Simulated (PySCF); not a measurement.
H8N2Si2, SMILES N[SiH](N)[SiH3]. Atoms are numbered in the order given.

```xyz
12

N     -0.4936     1.7174    -0.4998
Si    -0.5686     0.1772     0.2868
N     -1.7122    -0.8147    -0.5513
Si     1.6364    -0.6123     0.2538
H     -1.3376     2.2617    -0.6481
H      0.3242     2.3105    -0.4136
H     -1.0652     0.1634     1.7026
H     -2.2860    -1.4821    -0.0497
H     -1.5732    -1.0832    -1.5192
H      2.6024     0.3968     0.7938
H      1.7724    -1.8587     1.0699
H      2.0550    -0.9351    -1.1464
```

The structure is a stationary point at ωB97X-D3(BJ)/def2-SVP. The values are those of a single conformer.

All values below come from PySCF with PBE/pcSseg-1.

GIAO shieldings, no solvent; atoms listed in one row are averaged. δ = σ(ref) − σ: ¹⁵N against NH3 (σ = 267.0 ppm); ²⁹Si against TMS (σ = 335.4 ppm); ¹H against TMS (σ = 31.49 ppm), references at their B3LYP-D3(BJ)/def2-TZVP geometries, non-relativistic.

Computed chemical shifts:
```csv
nucleus,atoms,count,δ (ppm)
¹⁵N,N1,1,34.2
¹⁵N,N3,1,28.3
²⁹Si,Si2,1,-31.9
²⁹Si,Si4,1,-120.1
¹H,H7,1,5.93
¹H,"H10, H11, H12",3,3.52
¹H,H5,1,0.78
¹H,H8,1,0.74
¹H,H6,1,0.65
¹H,H9,1,0.48
```
